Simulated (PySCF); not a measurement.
PySCF input for C2H4GeN2, SMILES N#C/N=[CH]\[GeH3], B3LYP-D3(BJ)/def2-SVP. The structure is a stationary point at B3LYP-D3(BJ)/def2-SVP. The structure was generated by enumeration; whether it is a known compound was not checked.

```python
import numpy as np
from pyscf import gto, scf, dft, df
from pyscf.hessian import thermo

mol = gto.M(
    atom='''
    N     2.69225847   -0.89280433   -0.79559052
    C     2.06455964   -0.02726255   -0.33067295
    N     1.47457297    1.03865581    0.21478166
    C     0.21442011    1.11412884    0.44184925
    Ge   -1.19052636   -0.24830723    0.07778093
    H    -0.11600578    2.06236750    0.89801564
    H    -1.81824811   -0.62190238    1.43286504
    H    -2.25074569    0.42695162   -0.81073719
    H    -0.55985525   -1.46374369   -0.61052896
    ''',
    basis='def2-SVP',
    charge=0,
    spin=0,
    max_memory=1600,
    verbose=3,
)
mf = dft.RKS(mol, xc='b3lyp').density_fit(auxbasis='def2-universal-jkfit')
mf.disp = 'd3bj'
mf.grids.level = 3
mf.conv_tol = 1e-11
mf.max_cycle = 100
mf.kernel()

# [left out here: the lines that compute and print the analytic Hessian (its translational invariance restored by hand, since the grid's response is missing), thermochemistry and intensities]
```

It prints:

```
converged SCF energy = -2264.71427676115

WARN: DFTD3 does not support analytical Hessian, using finite difference


WARN: Mole.unit (angstrom) is changed to Bohr

Mode                                 0                   1                   2
Irrep
Freq [cm^-1]                      -27.9164            111.5003            266.3499
Reduced mass [au]                   1.0663             11.0056              3.8005
Force const [Dyne/A]               -0.0005              0.0806              0.1589
Char temp [K]                     -40.1655            160.4241            383.2182
Normal mode                   x     y     z       x     y     z       x     y     z
       0   N                 0.00 -0.02  0.05   -0.19 -0.05  0.00    0.01 -0.04  0.10
       1   C                -0.00 -0.00  0.01   -0.08  0.02  0.02   -0.02  0.05 -0.11
       2   N                -0.00  0.01 -0.02   -0.01  0.05  0.03   -0.02  0.05 -0.11
       3   C                -0.01  0.01 -0.03   -0.02  0.05  0.02    0.02 -0.06  0.13
       4  Ge                 0.00  0.00 -0.00    0.05 -0.01 -0.01   -0.00  0.00 -0.00
       5   H                -0.01  0.02 -0.05   -0.03  0.04  0.02    0.04 -0.11  0.25
       6   H                 0.39 -0.41  0.07    0.03 -0.04 -0.03   -0.18 -0.11 -0.12
       7   H                -0.28  0.16  0.46    0.05 -0.06 -0.05    0.15  0.17 -0.05
       8   H                -0.09  0.23 -0.48    0.13  0.02  0.01   -0.01  0.04 -0.08
Mode                                 3                   4                   5
Irrep
Freq [cm^-1]                      299.2719            457.1399            479.0047
Reduced mass [au]                   4.7645              1.6807              1.7272
Force const [Dyne/A]                0.2514              0.2069              0.2335
Char temp [K]                     430.5857            657.7225            689.1812
Normal mode                   x     y     z       x     y     z       x     y     z
       0   N                -0.08 -0.03  0.00    0.01 -0.03  0.06   -0.00  0.03  0.01
       1   C                 0.11  0.09  0.02   -0.02  0.06 -0.14   -0.05 -0.01  0.01
       2   N                 0.10  0.09  0.02    0.01 -0.03  0.07   -0.06 -0.02 -0.00
       3   C                 0.08 -0.04 -0.03   -0.00  0.00 -0.01   -0.06 -0.11 -0.04
       4  Ge                -0.03 -0.02 -0.00   -0.00  0.01 -0.01    0.04  0.01  0.00
       5   H                -0.02 -0.08 -0.03    0.04 -0.13  0.28   -0.18 -0.15 -0.05
       6   H                 0.01  0.13  0.06    0.35  0.24  0.22    0.04  0.29  0.08
       7   H                 0.02  0.14  0.06   -0.28 -0.33  0.08    0.10  0.31  0.15
       8   H                -0.28 -0.14 -0.02   -0.00 -0.10  0.18   -0.47 -0.22 -0.03
Mode                                 6                   7                   8
Irrep
Freq [cm^-1]                      580.5455            632.8750            728.8500
Reduced mass [au]                   5.2314              2.5942              3.0446
Force const [Dyne/A]                1.0388              0.6122              0.9529
Char temp [K]                     835.2757            910.5662           1048.6528
Normal mode                   x     y     z       x     y     z       x     y     z
       0   N                -0.04 -0.05 -0.01   -0.01  0.02 -0.04    0.00 -0.04 -0.02
       1   C                 0.17  0.09  0.01    0.02 -0.05  0.13    0.09  0.03 -0.00
       2   N                -0.08 -0.06 -0.01   -0.02  0.05 -0.11   -0.07 -0.07 -0.02
       3   C                -0.08 -0.09 -0.02    0.02 -0.05  0.11   -0.03  0.17  0.08
       4  Ge                 0.01  0.02  0.01   -0.00  0.01 -0.02    0.00 -0.02 -0.01
       5   H                -0.09 -0.09 -0.03    0.02 -0.05  0.11    0.11  0.22  0.08
       6   H                -0.02 -0.14 -0.05    0.29  0.16  0.18   -0.04  0.21  0.04
       7   H                -0.04 -0.15 -0.06   -0.24 -0.26  0.09   -0.01  0.18  0.14
       8   H                 0.21  0.12  0.02    0.02 -0.09  0.19   -0.29 -0.15 -0.02
Mode                                 9                  10                  11
Irrep
Freq [cm^-1]                      808.3906            864.4014            881.2444
Reduced mass [au]                   1.0393              1.0695              1.0263
Force const [Dyne/A]                0.4001              0.4708              0.4696
Char temp [K]                    1163.0941           1243.6811           1267.9145
Normal mode                   x     y     z       x     y     z       x     y     z
       0   N                -0.00 -0.00 -0.00   -0.00  0.00 -0.01   -0.00  0.00  0.00
       1   C                 0.00  0.00  0.00    0.01 -0.02  0.04    0.00  0.01  0.00
       2   N                -0.01 -0.01 -0.00   -0.00  0.01 -0.02   -0.01 -0.01 -0.00
       3   C                -0.01 -0.01 -0.00   -0.01  0.02 -0.04   -0.00  0.02  0.01
       4  Ge                -0.01 -0.01 -0.00    0.00 -0.01  0.01   -0.01  0.01  0.00
       5   H                 0.02  0.00 -0.00    0.05 -0.15  0.35    0.02  0.03  0.01
       6   H                 0.33  0.38  0.25   -0.09  0.37  0.05    0.54 -0.35  0.15
       7   H                 0.29  0.48  0.03    0.05 -0.28 -0.28    0.42 -0.04 -0.51
       8   H                 0.51  0.26  0.02   -0.12  0.29 -0.61   -0.27 -0.15 -0.01
Mode                                12                  13                  14
Irrep
Freq [cm^-1]                      914.5303            978.6985           1363.6128
Reduced mass [au]                   1.2477              6.0736              1.2403
Force const [Dyne/A]                0.6148              3.4277              1.3588
Char temp [K]                    1315.8055           1408.1292           1961.9352
Normal mode                   x     y     z       x     y     z       x     y     z
       0   N                -0.00  0.00 -0.01   -0.08  0.11  0.06   -0.01  0.02  0.01
       1   C                 0.01 -0.02  0.05   -0.04  0.08  0.04    0.00  0.01  0.00
       2   N                -0.00  0.01 -0.02    0.01 -0.15 -0.07    0.03 -0.07 -0.03
       3   C                -0.02  0.05 -0.11    0.09 -0.02 -0.02    0.06  0.07  0.02
       4  Ge                -0.00 -0.00  0.00   -0.00 -0.00 -0.00   -0.00  0.00  0.00
       5   H                 0.11 -0.29  0.68    0.30  0.05 -0.03   -0.85 -0.25  0.03
       6   H                -0.05 -0.24 -0.08   -0.03  0.01 -0.01    0.00 -0.01  0.01
       7   H                 0.05  0.22  0.12   -0.02 -0.01  0.02   -0.00 -0.00 -0.01
       8   H                 0.05 -0.12  0.26    0.01  0.00 -0.00    0.05  0.02 -0.00
Mode                                15                  16                  17
Irrep
Freq [cm^-1]                     1688.9373           2142.7660           2147.1490
Reduced mass [au]                  11.8747              1.0141              1.0243
Force const [Dyne/A]               19.9573              2.7432              2.7823
Char temp [K]                    2430.0048           3082.9632           3089.2693
Normal mode                   x     y     z       x     y     z       x     y     z
       0   N                -0.02  0.03  0.01   -0.00  0.00  0.00   -0.00  0.00  0.00
       1   C                -0.00  0.00  0.00    0.00 -0.00 -0.00    0.00 -0.00  0.00
       2   N                 0.18 -0.04 -0.05    0.00  0.00  0.00    0.00  0.00 -0.00
       3   C                -0.20  0.00  0.03   -0.00 -0.00 -0.00    0.00 -0.00  0.00
       4  Ge                 0.00  0.00 -0.00    0.01  0.00 -0.00    0.00 -0.01  0.01
       5   H                -0.01  0.07  0.03    0.01 -0.00 -0.00    0.00 -0.00 -0.00
       6   H                 0.00  0.00  0.00   -0.29 -0.18  0.67    0.27  0.15 -0.55
       7   H                 0.00  0.01 -0.00   -0.42  0.28 -0.37   -0.53  0.33 -0.43
       8   H                -0.03  0.00  0.01    0.09 -0.14 -0.08    0.02 -0.03  0.01
Mode                                18                  19                  20
Irrep
Freq [cm^-1]                     2184.6722           2320.3161           3081.4261
Reduced mass [au]                   1.0230             12.5701              1.0887
Force const [Dyne/A]                2.8768             39.8733              6.0907
Char temp [K]                    3143.2569           3338.4182           4433.4860
Normal mode                   x     y     z       x     y     z       x     y     z
       0   N                -0.00  0.00  0.00   -0.09  0.12  0.06    0.00 -0.00 -0.00
       1   C                 0.00 -0.00 -0.00    0.12 -0.17 -0.09   -0.00  0.00  0.00
       2   N                 0.00 -0.00 -0.00   -0.02  0.02  0.01   -0.00 -0.00  0.00
       3   C                -0.00  0.00  0.00   -0.00  0.00  0.00    0.03 -0.07 -0.03
       4  Ge                -0.01  0.01  0.01    0.00 -0.00 -0.00    0.00  0.00  0.00
       5   H                 0.00  0.01  0.00   -0.01  0.02  0.01   -0.28  0.82  0.39
       6   H                 0.04  0.05 -0.11    0.00  0.00 -0.00   -0.00 -0.00  0.00
       7   H                 0.08 -0.05  0.09    0.00  0.00  0.00   -0.00 -0.00 -0.00
       8   H                 0.40 -0.77 -0.44   -0.01  0.01  0.01   -0.00  0.00  0.00
temperature 298.1500 [K]
pressure 101325.00 [Pa]
Rotational constants [GHz] 7.87191 1.66045 1.39533
Symmetry number 1
Zero-point energy (ZPE) 0.05224 [Eh]   137161.917 [J/mol]
                           tot       elec      trans        rot        vib
Entropy [J/mol/K]       324.000      0.000    169.327    114.092     40.581
Cv [J/mol/K]             81.758      0.000     12.472     12.472     56.814
Cp [J/mol/K]             90.072      0.000     20.786     12.472     56.814
Internal energy [J/mol]                      3718.434   3718.434 144538.929
Internal energy [Eh]   -2264.65639  -2264.71428
Enthalpy [J/mol]                             6197.391   3718.434 144538.929
Enthalpy [Eh]          -2264.65545
Gibbs free energy [J/mol]                  -44287.354 -30297.970 132439.560
Gibbs free energy [Eh] -2264.69224
mode   freq/cm-1   IR/(km/mol)
   1      -27.92         0.417
   2      111.50         3.298
   3      266.35         0.109
   4      299.27         3.380
   5      457.14        18.592
   6      479.00        12.973
   7      580.55        10.187
   8      632.88         6.959
   9      728.85        19.310
  10      808.39       147.824
  11      864.40        43.289
  12      881.24        25.418
  13      914.53         2.069
  14      978.70         7.748
  15     1363.61        19.195
  16     1688.94        60.167
  17     2142.77        60.753
  18     2147.15        91.064
  19     2184.67        46.054
  20     2320.32        39.992
  21     3081.43        11.130
max |gradient| / (hartree/bohr): 3.2247671934986145e-05
APT charges: [-0.3243  0.3076 -0.4669  0.22    0.9251 -0.0234 -0.2196 -0.2207 -0.1978]
```

The run converged. The end point has an imaginary mode, so it is no minimum.

Cost: around 2.1 core-minutes (rough).
